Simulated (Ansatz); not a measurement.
Reaction (substitution at a C–O bond): `C[O][Cd][F]` + `[CH3][Ga]([NH2])[OH]` → `C[O][Ga]([CH3])[NH2]` + `[OH][Cd][F]`

Computed with Ansatz on PBE0-D4/def2-TZVP structures; ΔE is electronic, products minus reactants. CBS: MP2 limit from def2 TZ/QZ plus the TZ coupled-cluster correction, frozen cores. DFT in def2-TZVPP. def2 core potentials past Kr. For Cd, Ga outer-core shells are correlated without core-valence functions, which leaves a few kJ/mol of doubt a bond. Scalar relativity is left out up to krypton. One conformer a species, not always the lowest.

(1) Is it downhill or uphill in electronic energy at CCSD(T)/CBS, and by how much? (Best estimate.)

(2) What do these levels give: LDA (SPW92), PBE-D4, revPBE-D4, BLYP-D4, r2SCAN0-D4, PBE-QIDH, PBE, CCSD/def2-SVP, CCSD(T)/def2-SVP, MP2/def2-QZVPP, MP2/CBS(def2), CCSD/CBS(def2)? (Estimate.)

Largest T1 diagnostic among the species: 0.018.

Results:

(1) The calculation gave: Downhill: ΔE = -0.07 eV.

(2) Computed: LDA (SPW92) -0.04, PBE-D4 -0.04, revPBE-D4 -0.04, BLYP-D4 -0.04, r2SCAN0-D4 -0.04, PBE-QIDH -0.04, PBE -0.02, CCSD/def2-SVP 0.00, CCSD(T)/def2-SVP 0.00, MP2/def2-QZVPP -0.07, MP2/CBS(def2) -0.07, CCSD/CBS(def2) -0.07 eV.

Leaving LDA and LC-ωPBE aside and taking each functional with its dispersion term where it has one, the values, not all of them listed here, spread over 0.03 eV, from BHLYP-D4 to r2SCAN-D4. At CCSD(T), def2-SVP lies +0.07 eV from the extrapolated value and def2-TZVPP +0.02 eV.
